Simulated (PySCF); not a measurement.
Which element holds Br most strongly?

r²SCAN in PySCF with def2-TZVPP on every atom (core potentials on Mo), for the lowest determinant that a PBE0 search found; no spin–orbit coupling. D0 is De less the harmonic zero-point energy.

| M | state (unpaired electrons) | Re (Å) | ωe (cm⁻¹) | D0(MBr) (eV) |
| --- | --- | --- | --- | --- |
| C | doublet (π ↑) | 1.825 | 725 | 3.73 |
| Si | doublet (π ↑) | 2.235 | 418 | 3.97 |
| B | singlet (closed shell) | 1.901 | 672 | 4.59 |
| Al | singlet (closed shell) | 2.317 | 372 | 4.66 |
| Zn | doublet (σ ↑) | 2.293 | 278 | 2.12 |
| Ge | doublet (π ↑) | 2.325 | 296 | 3.80 |
| Mo | sextet (σ ↑, π ↑↑, δ ↑↑) | 2.432 | 270 | 3.38 |

Problem. Order the elements by D0 and give the energy of BBr + Al → AlBr + B.

Solution. Al > B > Si > Ge > C > Mo > Zn; ΔE = 4.59 − 4.66 = -0.07 eV at r²SCAN/def2-TZVPP. Close neighbours can swap at other levels.

The metal atom is held in its measured ground configuration; semilocal functionals can put another filling of s and d lower by some tenths of an eV, and De to that atom would be smaller. These are scalar-relativistic numbers at best; spin–orbit coupling would shift them, the dissociation energy most. States were picked by a PBE0 search and need not be the measured ground states. With d or f electrons several states lie close, and the lowest PBE0 determinant need not be the measured ground state.
